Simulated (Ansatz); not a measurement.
Reading a saddle point

A first-order saddle point of GeH6O, singlet, PBE0-D4/def2-TZVP, with one imaginary mode of 1347i cm⁻¹:

```xyz
8
angstrom
Ge -0.4436 0.4148 -0.4264
O 0.6686 -1.1308 0.2478
H 0.0451 1.8685 -0.3126
H -1.9521 0.2049 -0.2627
H -0.0689 -0.0386 -1.8682
H 0.3984 -0.4974 1.1728
H -0.2430 0.3353 1.4731
H 1.5954 -1.1568 -0.0237
```

Ansatz 0.2.0; basis: def2-TZVPP and def2-QZVPP; cores frozen in the correlated methods. Filled d shells of the heavier atoms are correlated. The def2 sets are not built for correlating such inner shells, so the correlated values are less sure here. Extrapolation: Hartree–Fock as exp(−7.88 √X), correlation as X^−2.97.

(1) Which contacts change along the imaginary mode, and what lies on either side? (A judgement: the text doesn't fix the answer.)

(2) Which side is lower, and how far does the saddle lie above each? (An estimate is asked for; the value comes from the calculation.)

T1 diagnostic: at most 0.014.

Answers

(1) The calculation gives: The step is GeH₄O ([OH][GeH3]) + H₂ → GeH₄ + H₂O, with the molecules in contact on both sides. Shortening one way: Ge1–H7, O2–H6; lengthening the same way: Ge1–O2, H6–H7.
| pair | one side (Å) | saddle (Å) | other side (Å) |
| --- | --- | --- | --- |
| Ge1–H7 | 4.25 | 1.91 | 1.53 |
| O2–H6 | 2.55 | 1.15 | 0.96 |
| Ge1–O2 | 1.78 | 2.02 | 3.25 |
| H6–H7 | 0.75 | 1.09 | 3.03 |

(2) Computed: The side with Ge1–H7, O2–H6 short is lower by 0.074 eV; the saddle lies 2.238 eV above it and 2.164 eV above the other (CCSD(T) at an estimated basis limit (MP2 extrapolated from triple and quadruple zeta, plus CCSD(T) − MP2 in triple zeta); electronic energies).

Labels in which every atom is bracketed show which atoms are joined, not bond orders.

For scale, one of the runs: CCSD(T)/def2-TZVPP, 163 basis functions, launched by `ansatz run in.yaml --threads 2 --pin off --events-out ev --progress --plain --max-ram 4352MiB`. The run took 35 s on 2 CPU threads of an Arm Neoverse V2 (shared host), with 1.3 GiB of host memory at its peak.
